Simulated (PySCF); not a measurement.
**C7H4F2N: g tensor and hyperfine couplings**

Compound: C₇H₄F₂N (doublet state).
Numbering: `[CH2:1]=[C:2]1[C:3]([F:4])=[C:5]([F:6])[CH:7][C@@H:8]1[C:9]#[N:10]` (hydrogens: H11, H12 on C1; H13 on C7; H14 on C8)

Cartesian coordinates in Å at the GFN2-xTB level; atoms count from 1:
```xyz
14
C7H4F2N angstrom
C     -2.035   -0.425    0.104
C     -0.699   -0.348   -0.067
C      0.245   -1.403   -0.078
F     -0.065   -2.689    0.074
C      1.544   -0.894   -0.276
F      2.640   -1.648   -0.337
C      1.519    0.461   -0.408
C      0.100    0.931   -0.275
C     -0.046    1.824    0.855
N     -0.155    2.524    1.750
H     -2.515   -1.376    0.252
H     -2.652    0.454    0.104
H      2.356    1.114   -0.553
H     -0.239    1.473   -1.167
```

Computed, not measured: UKS B3LYP, pcH-1 on C F H N, non-relativistic, mean-field spin-orbit, GIAO in PySCF. Isolated species at its GFN2-xTB geometry, gas phase. The geometry wasn't refined by DFT: couplings that depend on bond lengths, twists or pyramidal angles can differ widely from those at the functional's own minimum. No stability test was run, so a lower SCF solution isn't excluded. ⟨S²⟩ is 0.789 where a pure state has 0.75.

* g1, g2, g3: 2.00211, 2.00312, 2.00364
* g_iso: 2.00296
* Form of g: rhombic: the two nearest values differ by 34 % of g3 − g1
* ⟨S²⟩: 0.7891 (exact 0.7500)
* HOMO–LUMO gap, α and β orbitals: 4.63, 4.71 eV

Hyperfine couplings atom by atom, in 10⁻⁴ cm⁻¹; T1 to T3 are the principal values of the dipolar part; ρ(0) is the spin density at the nucleus (1 × 10⁻⁴ cm⁻¹ = 2.998 MHz):

```json
{"atom": "C1", "isotope": "13C", "a_iso": "12.8", "T1": "-12.2", "T2": "-11.8", "T3": "24.1", "Mulliken spin population": "0.49", "ρ(0) (bohr⁻³)": "0.0342"}
{"atom": "C2", "isotope": "13C", "a_iso": "-13.2", "T1": "-8.7", "T2": "3.5", "T3": "5.2", "Mulliken spin population": "-0.21", "ρ(0) (bohr⁻³)": "-0.0353"}
{"atom": "C3", "isotope": "13C", "a_iso": "18.6", "T1": "-15.2", "T2": "-14.7", "T3": "30.0", "Mulliken spin population": "0.47", "ρ(0) (bohr⁻³)": "0.0497"}
{"atom": "F4", "isotope": "19F", "a_iso": "27.1", "T1": "-48.7", "T2": "-39.1", "T3": "87.8", "Mulliken spin population": "0.04", "ρ(0) (bohr⁻³)": "0.0193"}
{"atom": "C5", "isotope": "13C", "a_iso": "-15.1", "T1": "-8.8", "T2": "4.3", "T3": "4.5", "Mulliken spin population": "-0.19", "ρ(0) (bohr⁻³)": "-0.0403"}
{"atom": "F6", "isotope": "19F", "a_iso": "-9.5", "T1": "-24.5", "T2": "9.2", "T3": "15.4", "Mulliken spin population": "-0.01", "ρ(0) (bohr⁻³)": "-0.0068"}
{"atom": "C7", "isotope": "13C", "a_iso": "14.1", "T1": "-13.3", "T2": "-12.9", "T3": "26.2", "Mulliken spin population": "0.49", "ρ(0) (bohr⁻³)": "0.0376"}
{"atom": "C8", "isotope": "13C", "a_iso": "-3.0", "T1": "-0.1", "T2": "-0.1", "T3": "0.1", "Mulliken spin population": "-0.02", "ρ(0) (bohr⁻³)": "-0.0080"}
{"atom": "C9", "isotope": "13C", "a_iso": "6.1", "T1": "-0.3", "T2": "-0.1", "T3": "0.5", "Mulliken spin population": "0.01", "ρ(0) (bohr⁻³)": "0.0163"}
{"atom": "N10", "isotope": "14N", "a_iso": "0.0", "T1": "-0.1", "T2": "0.0", "T3": "0.2", "Mulliken spin population": "0.00", "ρ(0) (bohr⁻³)": "0.0001"}
{"atom": "H11", "isotope": "1H", "a_iso": "-9.8", "T1": "-5.1", "T2": "-0.4", "T3": "5.5", "Mulliken spin population": "-0.02", "ρ(0) (bohr⁻³)": "-0.0065"}
{"atom": "H12", "isotope": "1H", "a_iso": "-10.1", "T1": "-5.8", "T2": "-0.2", "T3": "6.0", "Mulliken spin population": "-0.02", "ρ(0) (bohr⁻³)": "-0.0068"}
{"atom": "H13", "isotope": "1H", "a_iso": "-11.2", "T1": "-6.5", "T2": "-0.1", "T3": "6.5", "Mulliken spin population": "-0.02", "ρ(0) (bohr⁻³)": "-0.0075"}
{"atom": "H14", "isotope": "1H", "a_iso": "7.9", "T1": "-1.1", "T2": "-0.1", "T3": "1.2", "Mulliken spin population": "0.01", "ρ(0) (bohr⁻³)": "0.0053"}
```

The largest Mulliken spin populations are on C7 (+0.49), C1 (+0.49), C3 (+0.47) and C2 (-0.21). Three atoms exceed +0.15.

The SMILES `C=C1C(F)=C(F)[CH][C@@H]1C#N` draws the unpaired electron on C7, whose computed spin population is only +0.49.

Axes: g2 points within 2° of the C3–F4 bond and g3 points within 5° of the C7–C8 bond.

Under fast tumbling the dipolar parts average out, and these isotropic splittings remain: 1 × 19F (F4, I = 1/2, 2 lines) with 2.90 mT, 1 × 1H (H13, I = 1/2, 2 lines) with 1.20 mT, 1 × 1H (H12, I = 1/2, 2 lines) with 1.08 mT, 1 × 1H (H11, I = 1/2, 2 lines) with 1.04 mT, 1 × 19F (F6, I = 1/2, 2 lines) with 1.02 mT and 1 × 1H (H14, I = 1/2, 2 lines) with 0.84 mT.

The 13C coupling of C3 (55.8 MHz) shows only in satellite lines or after enrichment, since that isotope makes up about 1.07 % of natural carbon.

β density exceeds α density at some nuclei, such as C5 (-0.0403), C2 (-0.0353) and C8 (-0.0080), spin density in bohr⁻³. In a single determinant that takes different orbitals for the two spins, that is spin polarisation.
